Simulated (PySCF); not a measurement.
**Deuteron quadrupole couplings in N-benzylformamidinium cation**

N-benzylformamidinium cation, C8H11N2 (charge +1).
Cartesian coordinates in Å at the PBE0-D3(BJ)/def2-SVP level; atoms count from 1:
```xyz
21
C8H11N2 angstrom
N      1.832   -0.102    1.341
C      2.303   -0.912    0.426
N      1.939   -0.940   -0.832
C      0.981   -0.040   -1.485
C     -0.282    0.171   -0.690
C     -0.666    1.464   -0.315
C     -1.830    1.665    0.430
C     -2.611    0.575    0.806
C     -2.234   -0.716    0.432
C     -1.076   -0.919   -0.313
H      1.054    0.530    1.141
H      2.165   -0.171    2.296
H      3.070   -1.630    0.735
H      2.412   -1.621   -1.417
H      1.480    0.924   -1.679
H      0.758   -0.488   -2.464
H     -0.063    2.325   -0.621
H     -2.127    2.677    0.709
H     -3.523    0.730    1.388
H     -2.852   -1.571    0.718
H     -0.794   -1.933   -0.609
```

Level: PBE0/pcSseg-1 (PySCF, non-relativistic); Q(2H) = 0.00286 b; rigid geometry, the same for H and D, with no vibrational averaging.

**Question.** Rank these positions by the coupling χzz of a deuteron there, largest first.
A. H21 (aromatic hydrogen)
B. H15 (methylene hydrogen)
C. H11 (N–H hydrogen)
D. H14 (N–H hydrogen)
E. H12 (N–H hydrogen)

**Answer.** E (255 kHz), D (250 kHz), C (232 kHz), A (201 kHz), B (183 kHz).

**Question.** Tabulate Vzz, the asymmetry η and χzz = 234.96 MHz × Q × Vzz for every hydrogen position.

**Answer.** 
```csv
atom,bonded to,bond length (Å),Vzz (au),η,χzz (kHz)
H11,N1,1.022,0.3450,0.20,232
H12,N1,1.014,0.3790,0.18,255
H13,C2,1.095,0.2748,0.10,185
H14,N3,1.015,0.3722,0.19,250
H15,C4,1.102,0.2729,0.06,183
H16,C4,1.099,0.2760,0.09,185
H17,C6,1.094,0.2967,0.08,199
H18,C7,1.092,0.2986,0.06,201
H19,C8,1.092,0.2982,0.06,200
H20,C9,1.092,0.2984,0.06,201
H21,C10,1.094,0.2987,0.08,201
```

**Question.** Average by the element that carries the hydrogen.

**Answer.** on N: 246 kHz over 3 positions, mean bond length 1.017 Å; on C: 194 kHz over 8 positions, mean bond length 1.095 Å.

**Question.** How does χzz go with the bond length over the 8 C–H bonds?

**Answer.** A straight-line fit has a slope of -18.5 kHz for each 0.01 Å, with a correlation coefficient of -0.85, over lengths from 1.092 to 1.102 Å. The longer bonds have the smaller couplings here.

The structure is a single PBE0-D3(BJ)/def2-SVP conformer in the gas phase; no vibrational or solvent corrections. With so small a basis the couplings can be 20 % off.
